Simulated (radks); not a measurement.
The numbers below are computed, except where a source is named.
Kinetic energies: the exact non-interacting value of the Kohn-Sham orbitals and orbital-free approximations, as 100 (|E| - |E exact|)/|E exact|, negative where the magnitude is too small. Species: Cs [Xe] 6s1; Fe3+ [Ar] 3d5. Level of theory: non-relativistic Kohn-Sham, PBE, spin-polarised, spherical densities, point nucleus (a radial shooting solver on a logarithmic mesh with Libxc functionals). Every spin shell is full or empty, so the densities are truly spherical. Functionals are evaluated on that one density, not self-consistently.

functional,Cs,Fe3+
exact (hartree),7553.42,1260.47
Thomas-Fermi,-5.17,-6.54
von Weizsacker,-59.72,-47.83
TF + vW,+35.11,+45.63
TF + vW/5,+2.89,+3.89
LC94,+0.05,0.00
APBEK,+0.09,+0.10
revAPBEK,+0.26,+0.37
Perdew 92,-0.68,-0.73
Thakkar,-0.63,-0.39
Pearson,-0.91,-1.30
PG1,+14.48,+20.07
Ernzerhof,-0.43,-0.29
